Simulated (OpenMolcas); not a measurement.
W2+ among 6 point charges of -0.8 e arranged as an octahedron (Oh), 2.09 Å from the ion.

- Program: OpenMolcas 26.06
- Method: SS-CASPT2, IPEA 0.25 Eh, imaginary shift 0.1 Eh (closed shells correlated: 4f 5s 5p)
- Basis: ANO-RCC-VTZP [8s7p5d3f2g1h]
- Scalar Hamiltonian: DKH2, point nucleus
- Active space: 4 electrons in 5 orbitals (5d)
- State averaging: 2S+1 = 5 even, 5 roots; 2S+1 = 3 even, 45 roots; 2S+1 = 1 even, 50 roots
- Spin-orbit coupling: state interaction with AMFI integrals over the reference wave functions

What is the spin-free ground state (labels of O, the rotations of Oh)?

5E, 2-fold in its orbital part, 100 % from free-ion D terms; it has the highest spin that d4 allows.

Where is the first state of the same spin?

5T2 at 7340 cm-1 above the ground state.

What are the lowest two levels with spin-orbit coupling?

A 1-fold level A1, then a 3-fold level T1 1950 cm-1 above it. Their leading multiplicities are 5 (65 %) and 5 (83 %).

What is χT at 300 K?

0.25 cm3 K/mol.

Roots that are degenerate in the reference are averaged as groups; the widest CASPT2 spread within a group is 480 cm-1 (the 3-fold group of multiplicity 1 near 31800 cm-1 above the lowest state of its run). Shifts and gaps below about the spread of the groups concerned are not significant. Spin-orbit coupling mixes the spin-free states strongly: the lowest level takes only 53 % from its leading state, 5E. An orbital doublet at a regular site is open to a Jahn-Teller distortion, which this geometry leaves out. This shell can be high or low spin here, a state of another spin lies low, and with metal d orbitals alone active their balance is uncertain, so the ground spin may be wrong. Point charges give a weaker field than real ligands, and real ions of this kind are as a rule low spin; the high spin found here belongs to the model. Free-ion shares, where given, are those of the reference states; single-state CASPT2 does not remix them. This is an electrostatic model: the charges have no orbitals. No measured value stands beside these numbers.
